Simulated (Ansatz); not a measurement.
Gas-phase electronic energies from Ansatz, PBE0-D4/def2-TZVP geometries. CBS: MP2 limit from def2 TZ/QZ plus the TZ coupled-cluster correction, frozen cores. This one scheme is used for every species. Functionals use def2-TZVPP. B3LYP here is the variant with VWN-RPA as its local correlation; programs differ in this. HSE06 is defined as in plane-wave codes. For Ga, Se outer-core shells are correlated without core-valence functions, which leaves a few kJ/mol of doubt a bond. Scalar relativity is left out up to krypton. Each species was taken in one conformer, which may not be the lowest.

Consider the ligand exchange at a Ga–C bond: `C[CH2][GaH][NH2]` + H₂Se → `[NH2][GaH][SeH]` + `CC`.

Question: Is it downhill or uphill in electronic energy at CCSD(T)/CBS, and by how much? (An estimate is asked.)

Answer: The calculation gave: Downhill: ΔE = -29.7 kcal/mol.

Question: What do these levels give: B3LYP-D4, r2SCAN0-D4, HSE06, SCS-MP2/def2-TZVPP, CCSD(T)/def2-TZVPP, HF/def2-QZVPP? (Best estimate.)

Answer: Computed: B3LYP-D4 -30.6, r2SCAN0-D4 -32.0, HSE06 -31.6, SCS-MP2/def2-TZVPP -30.6, CCSD(T)/def2-TZVPP -29.9, HF/def2-QZVPP -34.6 kcal/mol.

Largest T1 diagnostic among the species: 0.012.

Leaving LDA and LC-ωPBE aside and taking each functional with its dispersion term where it has one, the values, not all of them listed here, spread over 3.0 kcal/mol, from BHLYP-D4 to revPBE-D4. LDA lies +1.8 kcal/mol from PBE without D4. From PBE to PBE0 (25 % exact exchange), in def2-TZVPP and without D4, ΔE moves by −1.1 kcal/mol.
